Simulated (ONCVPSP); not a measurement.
# Building the ONCV potential for O (revPBE, scalar-relativistic).

```
Element                 : oxygen (O)
Generator               : ONCVPSP 4.0.1
Type                    : optimised norm-conserving Vanderbilt (ONCV)
Functional              : revPBE
Relativity              : scalar-relativistic
Frozen core             : [He]
Valence charge          : 6
Reference configuration : 2s2 2p4
Partial waves           : 2s: rc 0.65 bohr, ncon 5, nbas 8, qcut 12.4 1/bohr, 2 projectors, debl 3.7 Ha; 2p: rc 1.55 bohr, ncon 4, nbas 8, qcut 7.5 1/bohr, 1 projector; d scattering state at 0.02 Ha: rc 1.25 bohr, ncon 4, nbas 7, qcut 8.7 1/bohr, 2 projectors, debl 3.7 Ha
Local potential         : polynomial inside 0.55 bohr (lpopt 5, dvloc0 0 Ha)
Core correction         : Teter function, fcfact 5.25, rcfact 1.8
```

Calculated quality:

| Item | Value |
| --- | --- |
| Cutoffs needed | 291 Ha and 383 Ha (the cutoffs (Ha) at which the residual kinetic energy of the hardest occupied pseudo-wave falls to 1 and 0.1 mHa per electron) |
| Ghost test | ghosts flagged at negative energy: s at -405.1 eV, d at -3934.6 eV; GHOST(+) flagged for d at 246.3 eV; a true bound ghost makes a file unfit for plane-wave use |
| Largest excitation error | +3157 meV (all-electron minus pseudo) for 2s2 2p0, out of 4 test configurations |
| rms error of d²Exc/dni dnj | 1.23 mHa without and 2.24 mHa with the model core |

Generation and tests took about 2.9 s on one core of a shared server CPU.
